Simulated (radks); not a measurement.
The numbers below are computed, except where a source is named.
Q: All-electron atom: the erbium ion Er61+ in [He] 2s2 2p3. Code: a radial shooting solver on a logarithmic mesh with Libxc functionals. Model: Dirac Kohn-Sham, relativistic LDA (MacDonald-Vosko exchange, VWN5 correlation), spin-unpolarised, spherical densities, finite nucleus; open shells fill j = l - 1/2 first; Fermi nuclear charge, rms radius 5.2516 fm. Some entries of the table are withheld. Estimate them.

| orbital | occ. | eigenvalue (eV) | r(max) (bohr) |
|---|---|---|---|
| 1s1/2 | 2 | (1) | (2) |
| 2s1/2 | 2 | -14941.05 | 0.07228 |
| 2p1/2 | 2 | (3) | (4) |
| 2p3/2 | 1 | (5) | (6) |
| 3s1/2 | 0 | -6323.027 | 0.1888 |
| 3p1/2 | 0 | -6232.494 | (7) |
| 3p3/2 | 0 | -5952.458 | (8) |

A: 
(1) 1s1/2 eigenvalue (eV): -62988.47
(2) 1s1/2 r(max) (bohr): 0.01291
(3) 2p1/2 eigenvalue (eV): -14666.99
(4) 2p1/2 r(max) (bohr): 0.05390
(5) 2p3/2 eigenvalue (eV): -13682.45
(6) 2p3/2 r(max) (bohr): 0.05979
(7) 3p1/2 r(max) (bohr): 0.1743
(8) 3p3/2 r(max) (bohr): 0.1843
